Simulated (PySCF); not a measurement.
Species: (OH)3Zr-NH-SiH3 (singlet state).
Bonds: Zr1–O2, Zr1–O3, Zr1–O4, Zr1–N5, N5–Si6. Hydrogens: H7 on O2; H8 on O3; H9 on O4; H10 on N5; H11, H12, H13 on Si6.

A GFN2-xTB structure was refined with PySCF, PBE0-D3(BJ)/def2-SVP geometry optimisation, gas phase, def2 core potentials past Kr. Its GFN2-xTB values:

```csv
coordinate,GFN2-xTB
Zr1–O2,1.872 Å
Zr1–O3,2.021 Å
Zr1–N5,2.068 Å
O2–H7,0.966 Å
N5–Si6,1.737 Å
N5–H10,1.014 Å
Si6–H11,1.544 Å
Zr1–N5–Si6,112.9°
O2–Zr1–O3,104.9°
O2–Zr1–O4,121.4°
O2–Zr1–N5,102.8°
O3–Zr1–O4,116.2°
O4–Zr1–N5,106.2°
O2–Zr1–N5–Si6,-77°
```

Task: How do these coordinates change at the PBE0-D3(BJ)/def2-SVP level?

Result: 
| coordinate | PBE0-D3(BJ)/def2-SVP (Å or °) | change |
| --- | --- | --- |
| Zr1–O3 | 1.926 | -0.095 |
| Zr1–O2 | 1.925 | +0.053 |
| Si6–H11 | 1.498 | -0.046 |
| O2–H7 | 0.955 | -0.011 |
| N5–H10 | 1.020 | +0.006 |
| N5–Si6 | 1.733 | -0.004 |
| Zr1–N5 | 2.066 | -0.002 |
| Zr1–N5–Si6 | 127.9 | +15.0 |
| O2–Zr1–O4 | 111.3 | -10.1 |
| O2–Zr1–N5 | 109.4 | +6.6 |
| O2–Zr1–O3 | 109.5 | +4.6 |
| O3–Zr1–O4 | 112.6 | -3.6 |
| O4–Zr1–N5 | 104.9 | -1.3 |
| O2–Zr1–N5–Si6 | -64 | +13 |

The energy falls by 1.165 eV over 30 energy and gradient evaluations, the largest force component goes from 0.1439 to 4.2e-04 Eh/bohr, and the atoms move by 0.644 Å rms after alignment. The bond that changes most is Zr1–O3 (ends: zirconium bonded to N and 3 O; oxygen bonded to Zr and H), which shortens by 0.095 Å. Bonds longer at the end by more than 0.005 Å: 6 of 12; shorter: 4. Among the dihedrals that turn most is Zr1–N5–Si6–H11, from 54° to 0°. Rotational constants go from 2713, 1176, 1142 to 2627, 1038, 1023 MHz.

The run used 140 basis functions and 202 SCF cycles in all. The run took 5.7 min on one thread of an Intel Xeon Platinum 8488C (shared host), and the process peaked at 0.54 GiB of memory.

No frequency check.
